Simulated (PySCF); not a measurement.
**Nitrogen: a sound run and one with changed settings**

Sound run: N²⁺ [He] 2s2 2p1, N³⁺ [He] 2s2. Computed with PySCF 2.14 in jorge-DZP-DKH, with scalar relativity by spin-free X2C-1e. In the sound run the correlated levels freeze 1s2. The sound run starts from symmetry-adapted Hartree-Fock orbitals and uses a fine grid where one is needed.

Changed run: a valence shell is frozen. This setting is unsound on purpose.

Ionisation energy of N²⁺:

```tsv
method	sound run (eV)	changed run (eV)
UHF	47.193	47.193
MP2	47.204	47.193
SCS-MP2	47.151	47.193
CCSD	46.964	47.193
CCSD(T)	46.978	47.193
CCSDT	n/a	47.193
FCI	n/a	47.193
```

Freezing a valence shell removes pair correlation that changes on ionisation.

For comparison, NIST gives 47.445 eV between the lowest levels.
